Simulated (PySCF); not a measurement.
## Worked example: oscillator strength and radiative lifetime

B(H)2(Et) (C₂H₇B), SMILES BCC.

Geometry: PBE0-D3(BJ)/def2-TZVP. A frequency run showed that this geometry is not a minimum.

TDDFT-LC-ωPBE/def2-SVPD run with PySCF puts the first singlet state with f over 0.02 at 8.38 eV (vertical), with the transition dipole (-0.344, 0.404, 0.090) in atomic units.

Task: Find the oscillator strength, the wavelength and the radiative lifetime that this transition would have in vacuum if emission retraced absorption.

Result: 
|μ|² = 0.2897 au, so |μ| = 1.37 D. ΔE = 8.38/27.211 = 0.3080 hartree. f = (2/3) ΔE |μ|² = 0.059 (the program prints 0.059).
λ = 1239.84/8.38 = 148 nm; ν = 67589 cm⁻¹.
Einstein's coefficient A = 0.6670 ν² f s⁻¹ (ν in cm⁻¹) = 1.8e8 s⁻¹, so τ = 1/A = 5.5 ns. This state is S3; the lower singlets have f = 0.000, 0.001. The figure is the radiative limit of this one transition; relaxation, internal conversion, crossing to triplets and a medium change what is measured.
